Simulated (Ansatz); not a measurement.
Two isomers of CH7FOSi2: A = `C[SiH2][SiH](O)F`, B = `O[SiH2][SiH2]CF`.

Computed with Ansatz on PBE0-D4/def2-TZVP structures; ΔE is electronic, products minus reactants. CCSD(T)/CBS adds triple-zeta CCSD(T) − MP2 to the extrapolated MP2 energy (def2 sets, frozen cores). DFT in def2-TZVPP. B3LYP here is the variant with VWN-RPA as its local correlation; programs differ in this. Each species was taken in one conformer, which may not be the lowest.

A:

Z-matrix (Å, degrees):
```
C
Si 1 1.875
H 1 1.092 2 110.3
H 1 1.092 2 110.6 3 -119.7
H 1 1.092 2 110.8 3 120.2
Si 2 2.340 1 110.8 3 58.4
H 2 1.490 1 111.0 3 -61.5
H 2 1.490 1 111.0 3 179.0
F 6 1.607 2 109.5 1 65.6
O 6 1.640 2 106.5 1 -52.7
H 6 1.489 2 116.2 1 -176.0
H 10 0.959 6 118.8 2 -171.1
```

B:

```xyz
12

O     1.135    2.490   -0.944
Si    0.302    1.552    0.134
Si    0.217   -0.699   -0.539
C    -0.661   -1.761    0.773
F    -1.912   -1.225    1.068
H     0.761    2.596   -1.820
H     1.043    1.667    1.416
H    -1.085    2.059    0.334
H     1.588   -1.259   -0.710
H    -0.501   -0.833   -1.839
H    -0.080   -1.798    1.701
H    -0.805   -2.789    0.427
```

Which is lower in electronic energy at CCSD(T)/CBS, and by how much? (Best estimate.)

Ansatz gave: A, by 65.2 kcal/mol.

Give E(B) − E(A) in kcal/mol with B3LYP, PBE0-D4, r2SCAN-D4, CCSD(T)/def2-TZVPP, MP2/def2-TZVPP, HF/def2-TZVPP, ωB97M-V. (Estimate.)

Ansatz gave: B3LYP 62.4, PBE0-D4 62.3, r2SCAN-D4 63.9, CCSD(T)/def2-TZVPP 64.3, MP2/def2-TZVPP 67.2, HF/def2-TZVPP 64.3, ωB97M-V 63.8. None reverses the order clearly.

Largest T1 diagnostic: 0.012.

From PBE to PBE0 (25 % exact exchange), in def2-TZVPP and without D4, E(B) − E(A) moves by +1.9 kcal/mol.
